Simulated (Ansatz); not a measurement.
Series MnX2: PBE-D4/def2-TZVPD single points in Ansatz on relaxed structures, gas phase. Core potentials for I, no spin–orbit coupling. HOMO and LUMO are taken over both spins. Binding counts from free atoms in the multiplicity of their measured ground term, without zero-point energy. The spins of the ions were chosen, not always searched. Names give formal oxidation states. A dash marks a value that wasn't run or was left out as unsound. The structures are stationary points that may keep the symmetry of their start. Remarks come from the PBE and PBE0 runs and from stability tests at other levels; not every state was tested. A HOMO above zero means that the electron is unbound at that level and held by the basis, or that self-interaction error raises the level; the energy of removing that electron tells which.

```csv
species,atoms,state,geometry,HOMO (eV),LUMO (eV),gap (eV),vertical EA (eV),binding per atom (eV),point group (within 0.1 Å),remarks
MnI2,3,sextet,B3LYP-D4/def2-TZVP,-6.39,-4.42,1.97,–,2.24,D∞h,–
MnBr2,3,sextet; reduced ion quintet,B3LYP-D4/def2-TZVP,-6.78,-4.54,2.25,1.71,2.62,D∞h,"HOMO above zero (-1 quintet), spin-contaminated (⟨S²⟩ up to 6.20) (-1 quintet)"
MnCl2,3,sextet; reduced ion quintet,PBE-D4/def2-TZVP,-6.95,-4.52,2.43,1.60,2.93,D∞h,"HOMO above zero (-1 quintet), spin-contaminated (⟨S²⟩ up to 6.20) (-1 quintet)"
Mn(SH)2 (MnH2S2),5,sextet; reduced ion quintet,PBE-D4/def2-TZVP,-6.04,-4.09,1.94,1.47,2.87,C2,"HOMO above zero (-1 quintet), spin-contaminated (⟨S²⟩ up to 6.19) (-1 quintet)"
Mn(NH2)2 (MnN2H4),7,sextet; reduced ion quintet,r2SCAN-D4/def2-TZVP,-4.73,-2.95,1.77,0.45,3.31,D2d,"HOMO above zero (-1 quintet), spin-contaminated (⟨S²⟩ up to 6.31) (-1 quintet)"
```

Q: Estimate the rows for MnF2 (sextet; reduced ion quintet, PBE0-D4/def2-TZVP geometry); MnMe2 (C2H6Mn) (sextet; reduced ion quintet, r2SCAN-D4/def2-TZVP geometry).

A: 
| species | atoms | state | geometry | HOMO (eV) | LUMO (eV) | gap (eV) | vertical EA (eV) | binding per atom (eV) | point group (within 0.1 Å) | remarks |
| --- | --- | --- | --- | --- | --- | --- | --- | --- | --- | --- |
| MnF2 | 3 | sextet; reduced ion quintet | PBE0-D4/def2-TZVP | -6.88 | -4.31 | 2.57 | 1.15 | 3.72 | D∞h | HOMO above zero (-1 quintet), spin-contaminated (⟨S²⟩ up to 6.28) (-1 quintet) |
| MnMe2 (C2H6Mn) | 9 | sextet; reduced ion quintet | r2SCAN-D4/def2-TZVP | -5.29 | -3.48 | 1.81 | 0.75 | 3.52 | – | HOMO above zero (-1 quintet), spin-contaminated (⟨S²⟩ up to 6.25) (-1 quintet) |

The gap (eV) runs from 1.77 (Mn(NH2)2) to 2.57 (MnF2). The vertical EA (eV) runs from 0.45 (Mn(NH2)2) to 1.71 (MnBr2).
